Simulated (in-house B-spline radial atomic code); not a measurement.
A fraction x of an electron is removed from 5s in neutral cadmium, starting from [Kr] 4d10 5s2 and keeping the highest spin. Computed with an all-electron radial atomic-structure program (B-spline basis): scalar-relativistic (X2C) PBE, spin-polarised, spherical fractional occupations, Fermi nucleus of rms radius 4.6087 fm.

```json
{"x": "0", "E(x) - E(0) (eV)": "0.0000", "5s down level (eV)": "-5.655"}
{"x": "0.07", "E(x) - E(0) (eV)": "0.4118", "5s down level (eV)": "-6.111"}
{"x": "0.25", "E(x) - E(0) (eV)": "1.6186", "5s down level (eV)": "-7.304"}
{"x": "0.36", "E(x) - E(0) (eV)": "2.4628", "5s down level (eV)": "-8.047"}
{"x": "0.47", "E(x) - E(0) (eV)": "3.3894", "5s down level (eV)": "-8.801"}
{"x": "0.5", "E(x) - E(0) (eV)": "3.6565", "5s down level (eV)": "-9.009"}
{"x": "0.6", "E(x) - E(0) (eV)": "4.5922", "5s down level (eV)": "-9.705"}
{"x": "0.73", "E(x) - E(0) (eV)": "5.9133", "5s down level (eV)": "-10.622"}
{"x": "0.83", "E(x) - E(0) (eV)": "7.0111", "5s down level (eV)": "-11.334"}
{"x": "0.91", "E(x) - E(0) (eV)": "7.9406", "5s down level (eV)": "-11.904"}
{"x": "1", "E(x) - E(0) (eV)": "9.0405", "5s down level (eV)": "-"}
```

The exact functional would give a straight line between the two integer points. Deviations E(x) - E(0) - x[E(1) - E(0)], in eV: -0.221 at x = 0.07, -0.642 at x = 0.25, -0.792 at x = 0.36, -0.86 at x = 0.47, -0.864 at x = 0.5, -0.832 at x = 0.6, -0.686 at x = 0.73, -0.493 at x = 0.83, -0.286 at x = 0.91.

The curve lies below the straight line by up to 0.864 eV (at x = 0.5): convex, the delocalisation error that favours fractional charges.

**Question.** How well does Slater's transition state (minus the level at half occupation) give the ionisation energy?

**Answer.** It gives 9.009 eV against 9.040 eV from the two total energies; NIST lists 8.99 eV, ground level to ground level.
